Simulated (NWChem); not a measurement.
MoH3F3; SMILES [F][MoH3]([F])[F]

Results from NWChem. Medium grid unless said otherwise, to which SCAN and Minnesota functionals are sensitive. Structure relaxed at the PBE0/def2-SVP level. def2 effective core potentials on Mo; no spin-orbit coupling. Total energies of different functionals are on different scales.

```
level                                             energy (Ha)  highest occupied level (eV)  orbital gap (eV)  dipole (D)
------------------------------------------------  -----------  ---------------------------  ----------------  ----------
B3LYP/def2-SVP                                      -369.3622                        -8.50              5.40        0.45
PBE/def2-SVP                                        -369.1011                        -7.13              3.43        0.70
r2SCAN0/def2-SVP                                    -369.1416                        -9.04              6.18        0.29
M06-L/def2-SVP                                      -369.3320                        -7.52              3.81        0.60
r2SCAN/def2-SVP                                     -369.2612                        -7.56              3.83        0.61
LDA (Slater exchange, PW92)/def2-SVP                -367.3182                   (withheld)        (withheld)  (withheld)
M05-2X/def2-SVP                                     -369.1856                       -10.38              8.69        0.02
LC-BLYP (range parameter 0.33 per bohr)/def2-SVP    -368.7396                       -10.93             10.36        0.40
```

### Question
Complete the blanks.

### Answer

- LDA (Slater exchange, PW92)/def2-SVP, highest occupied level (eV): -7.23
- LDA (Slater exchange, PW92)/def2-SVP, orbital gap (eV): 3.32
- LDA (Slater exchange, PW92)/def2-SVP, dipole (D): 0.55
